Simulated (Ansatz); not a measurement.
This geometry of CH₅SSb (8 atoms, charge 0, multiplicity 1) is a first-order saddle point.

Theory: RKS revPBE-D4/def2-mTZVP (Ansatz 0.2.0).

```xyz
8
Properties=species:S:1:pos:R:3
C -0.384 1.241 -0.104
S -1.324 -0.285 0.338
Sb 0.242 -2.039 -0.492
H -0.190 1.305 -1.182
H 0.563 1.298 0.449
H -1.021 2.088 0.186
H 1.622 -0.989 -0.345
H 0.584 -2.676 1.094
```

(1) Which two structures does it join? (They come from a converged band through this point; their orientation in space is the band's.)

(2) How far does it lie above each of them?

Answers

(1) No bond is made or broken. The dihedral C1–S2–Sb3–H8 goes from -148 to 45°.

Initial state:

```xyz
8
Properties=species:S:1:pos:R:3
C -0.798 1.170 -0.524
S -0.404 0.166 0.980
Sb 1.029 -1.556 -0.067
H -1.299 0.571 -1.294
H 0.098 1.645 -0.944
H -1.486 1.959 -0.189
H 2.426 -1.233 0.923
H 0.527 -2.778 1.059
```

Final state:

```xyz
8
Properties=species:S:1:pos:R:3
C -0.347 1.135 -0.019
S -1.480 -0.303 0.204
Sb 0.097 -2.193 0.091
H 0.168 1.082 -0.986
H 0.392 1.183 0.792
H -0.971 2.040 0.008
H 0.960 -1.557 -1.284
H 1.273 -1.445 1.139
```

(2) 7.6 kJ/mol above the first and 12.5 kJ/mol above the second. This is the barrier of this one path; another mechanism may lie lower.

Run time: 2.2 min on 2 threads of Arm Neoverse V2, with other jobs on the host, peak memory 0.16 GiB.
